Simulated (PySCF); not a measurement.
Structure problem from calculated spectra and properties.

Elements present: C, Cl, F, H and Si. Monoisotopic mass: 183.9678 u.

| Property | Result |
| --- | --- |
| Rotational structure | rotational constants A, B, C: 1.195, 0.626, 0.503 GHz [GFN2-xTB] |
| NMR, other nuclei | isotropic shieldings of nuclei other than C and H, by class: 471 (1 F), 376 (1 Si), 678 (1 Cl), 1013 (1 Cl) ppm [GIAO PBE0/pcSseg-1] |
| 1H NMR | chemical shifts (computed TMS as zero) by class: 5.53 (1 H), 4.96 (1 H), 4.86 (1 H), 2.95 (1 H), 2.95 (1 H), 2.65 (1 H), 2.54 (1 H) ppm [GIAO PBE0/pcSseg-1] |
| Dipole | 1.80 D [PBE0/pcSseg-1] |
| 13C NMR | chemical shifts (computed TMS as zero) by class: 162.8 (1 C), 147.4 (1 C), 79.9 (1 C), 41.6 (1 C), 28.1 (1 C) ppm [GIAO PBE0/pcSseg-1] |

Gas-phase values; electronic properties from PySCF, density fitting. Levels stand in brackets. Geometry: GFN2-xTB, one conformer, isolated molecule. Each NMR value is the plain mean over a class of atoms that symmetry, rotation or inversion makes alike.

Question: Which formula fits the mass and the elements?

Answer: C5H7Cl2FSi (calculated 183.9678). No other formula that holds each of these elements comes within 0.0003 u with a fitting electron parity and a possible valence count.

Question: Give a SMILES that accounts for the data.

Answer: Numbering: `[F:1][CH2:2][Si@H:3]([Cl:4])[C:5]1=[C:6]([Cl:7])[CH2:8][CH2:9]1`. Its formula, C5H7Cl2FSi, gives 2 degrees of unsaturation: 1 ring and 1 π bond in the structure found. 5 carbons fall into 5 classes; from least to most shielded: vinylic C–Cl carbon [C6] (162.8 ppm), fully substituted alkene carbon [C5] (147.4 ppm), sp3 C–F carbon [C2] (79.9 ppm), allylic carbon [C8] (41.6 ppm), allylic carbon [C9] (28.1 ppm). Hydrogen classes from least to most shielded: 1 H on a chlorine-bound silicon, Si3 (5.53 ppm), 1 H on an sp3 C–F carbon, C2 (4.96 ppm), 1 H on an sp3 C–F carbon, C2 (4.86 ppm), 1 H on an allylic carbon, C8 (2.95 ppm), 1 H on an allylic carbon, C8 (2.95 ppm), 1 H on an allylic carbon, C9 (2.65 ppm), 1 H on an allylic carbon, C9 (2.54 ppm). The other shieldings belong to: 471 ppm, alkyl fluorine [F1]; 376 ppm, chlorine-bound silicon [Si3]; 678 ppm, vinyl chlorine [Cl7]; 1013 ppm, silicon-bound chlorine [Cl4]. The optimised geometry has point group C1 and is an asymmetric top. Structure: `FC[Si@H](Cl)C1=C(Cl)CC1`. The assignments are read from this structure; whether some other isomer fits the data as well wasn't checked. The mirror image fits equally.

Conformer computed: `[F:1][CH2:2][Si@H:3]([Cl:4])[C:5]1=[C:6]([Cl:7])[CH2:8][CH2:9]1`: F1–C2–Si3–Cl4 178°, C2–Si3–C5–C6 -96°.
